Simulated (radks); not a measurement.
Results of a calculation; reference values are marked as such.
Xe2+, 52 electrons, occupied as [Kr] 4d10 5s2 5p4.

Level of theory: scalar-relativistic Kohn-Sham, exchange-only r2SCAN, spin-polarised, spherical densities, finite nucleus; open shells are filled with parallel spins first (spin-orbit coupling, left out, can overturn this in heavy ions); meta-GGA in the generalised Kohn-Sham scheme; Fermi nuclear charge, rms radius 4.7859 fm (a radial shooting solver on a logarithmic mesh with Libxc functionals).

Energy parts (eV):
part                   energy
total             -202560.100
kinetic            213086.203
electron-nucleus  -489296.442
Hartree             78647.585
exchange            -4997.446

Orbitals (lengths in bohr, moments of r in powers of bohr; <r^-3> diverges for s and p1/2; r(max) is where P^2 peaks):
[
 {"orbital": "1s up", "occ.": "1", "eigenvalue (eV)": "-34453.19", "<r^4>": "2.439e-06", "r(max)": "0.01716", "<r^-3>": "-"},
 {"orbital": "1s down", "occ.": "1", "eigenvalue (eV)": "-34453.05", "<r^4>": "2.439e-06", "r(max)": "0.01716", "<r^-3>": "-"},
 {"orbital": "2s up", "occ.": "1", "eigenvalue (eV)": "-5397.396", "<r^4>": "0.0004125", "r(max)": "0.09691", "<r^-3>": "-"},
 {"orbital": "2s down", "occ.": "1", "eigenvalue (eV)": "-5397.379", "<r^4>": "0.0004124", "r(max)": "0.09691", "<r^-3>": "-"},
 {"orbital": "2p up", "occ.": "3", "eigenvalue (eV)": "-4841.875", "<r^4>": "0.0002993", "r(max)": "0.07782", "<r^-3>": "6171"},
 {"orbital": "2p down", "occ.": "3", "eigenvalue (eV)": "-4841.789", "<r^4>": "0.0002993", "r(max)": "0.07782", "<r^-3>": "6171"},
 {"orbital": "3s up", "occ.": "1", "eigenvalue (eV)": "-1127.472", "<r^4>": "0.01736", "r(max)": "0.2785", "<r^-3>": "-"},
 {"orbital": "3s down", "occ.": "1", "eigenvalue (eV)": "-1127.400", "<r^4>": "0.01735", "r(max)": "0.2785", "<r^-3>": "-"},
 {"orbital": "3p up", "occ.": "3", "eigenvalue (eV)": "-946.7464", "<r^4>": "0.01826", "r(max)": "0.2726", "<r^-3>": "1196"},
 {"orbital": "3p down", "occ.": "3", "eigenvalue (eV)": "-946.6485", "<r^4>": "0.01826", "r(max)": "0.2726", "<r^-3>": "1196"},
 {"orbital": "3d up", "occ.": "5", "eigenvalue (eV)": "-679.0916", "<r^4>": "0.01586", "r(max)": "0.2263", "<r^-3>": "163.9"},
 {"orbital": "3d down", "occ.": "5", "eigenvalue (eV)": "-678.9898", "<r^4>": "0.01585", "r(max)": "0.2263", "<r^-3>": "163.9"},
 {"orbital": "4s up", "occ.": "1", "eigenvalue (eV)": "-223.1352", "<r^4>": "0.4944", "r(max)": "0.6617", "<r^-3>": "-"},
 {"orbital": "4s down", "occ.": "1", "eigenvalue (eV)": "-222.8988", "<r^4>": "0.4940", "r(max)": "0.6620", "<r^-3>": "-"},
 {"orbital": "4p up", "occ.": "3", "eigenvalue (eV)": "-165.4350", "<r^4>": "0.6726", "r(max)": "0.6935", "<r^-3>": "235.8"},
 {"orbital": "4p down", "occ.": "3", "eigenvalue (eV)": "-165.2148", "<r^4>": "0.6683", "r(max)": "0.6939", "<r^-3>": "235.5"},
 {"orbital": "4d up", "occ.": "5", "eigenvalue (eV)": "-80.9429", "<r^4>": "1.370", "r(max)": "0.7478", "<r^-3>": "25.21"},
 {"orbital": "4d down", "occ.": "5", "eigenvalue (eV)": "-80.5988", "<r^4>": "1.323", "r(max)": "0.7479", "<r^-3>": "25.33"},
 {"orbital": "5s up", "occ.": "1", "eigenvalue (eV)": "-40.0655", "<r^4>": "20.02", "r(max)": "1.617", "<r^-3>": "-"},
 {"orbital": "5s down", "occ.": "1", "eigenvalue (eV)": "-37.4443", "<r^4>": "20.20", "r(max)": "1.607", "<r^-3>": "-"},
 {"orbital": "5p up", "occ.": "3", "eigenvalue (eV)": "-27.0665", "<r^4>": "36.42", "r(max)": "1.842", "<r^-3>": "28.79"},
 {"orbital": "5p down", "occ.": "1", "eigenvalue (eV)": "-24.4394", "<r^4>": "39.02", "r(max)": "1.835", "<r^-3>": "28.68"}
]

The highest occupied level is 5p down at -24.439 eV. The electron density at the nucleus is 2.805e+05 e/bohr^3 (large components only).
